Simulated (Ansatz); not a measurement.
Reaction (ligand exchange at a Ge–C bond): `B[CH]([GeH3])C=N` + `C[SiH2]N` → `C[SiH2][NH][GeH3]` + `BCC=N`

Calculated with Ansatz (gas phase, PBE0-D4/def2-TZVP geometries, no zero-point term in ΔE). CCSD(T)/CBS adds triple-zeta CCSD(T) − MP2 to the extrapolated MP2 energy (def2 sets, frozen cores). DFT in def2-TZVPP. For Ge outer-core shells are correlated without core-valence functions, which leaves a few kJ/mol of doubt a bond. Scalar relativity is left out up to krypton. One conformer a species, not always the lowest.

`B[CH]([GeH3])C=N`:

```xyz
13

B    -0.694   -0.890   -1.148
C     0.395   -0.134   -0.389
Ge   -0.492   -0.602    1.380
C     0.463    1.345   -0.493
N     1.499    2.069   -0.548
H    -1.706   -0.326   -1.454
H    -0.576   -2.058   -1.375
H     1.380   -0.602   -0.334
H    -1.676   -1.561    1.155
H    -1.000    0.699    2.005
H     0.569   -1.291    2.241
H    -0.506    1.852   -0.554
H     2.345    1.500   -0.485
```

`C[SiH2]N`:

```xyz
10

C     0.913    0.526    0.920
Si   -0.094    0.260   -0.635
N    -1.208   -1.051   -0.608
H     1.588    1.379    0.799
H     1.521   -0.352    1.152
H     0.268    0.727    1.779
H     0.844    0.008   -1.764
H    -0.883    1.494   -0.900
H    -0.885   -2.002   -0.665
H    -2.063   -0.989   -0.079
```

`C[SiH2][NH][GeH3]`:

Z-matrix (Å, degrees):
```
C
Si 1 1.866
H 1 1.093 2 110.6
H 1 1.092 2 111.0 3 120.5
H 1 1.094 2 110.9 3 -119.3
N 2 1.722 1 111.7 3 180.0
H 2 1.495 1 107.8 3 55.6
H 2 1.489 1 111.1 3 -62.1
Ge 6 1.837 2 127.3 1 139.4
H 6 1.010 2 117.1 1 -56.5
H 9 1.539 6 108.1 2 -151.8
H 9 1.543 6 112.0 2 88.4
H 9 1.534 6 107.1 2 -31.9
```

`BCC=N`:

Cartesian coordinates in Å:
```
B 0.181 -0.391 -1.480
C -0.186 0.445 -0.223
C 0.355 -0.057 1.076
N -0.291 -0.341 2.123
H -0.495 -0.329 -2.465
H 1.180 -1.049 -1.496
H -1.244 0.714 -0.151
H 0.349 1.385 -0.477
H 1.438 -0.219 1.099
H -1.289 -0.157 1.994
```

CCSD(T)/CBS gives +0.04 eV.

Q: Another level gave -0.04 eV. Which?
A. ωB97M-V/def2-TZVPP
B. ωB97X-V/def2-TZVPP
C. HF/def2-TZVPP
D. r2SCAN/def2-TZVPP

A: B. ωB97X-V -0.04, ωB97M-V 0.02, r2SCAN 0.06, HF/def2-TZVPP -0.30 eV.

Largest T1 diagnostic among the species: 0.013.

In def2-TZVPP, CCSD(T) changes the Hartree–Fock value by +0.31 eV (the triples alone add +0.05 eV) and MP2 by +0.36 eV. From PBE to PBE0 (25 % exact exchange), in def2-TZVPP and without D4, ΔE moves by −0.05 eV.
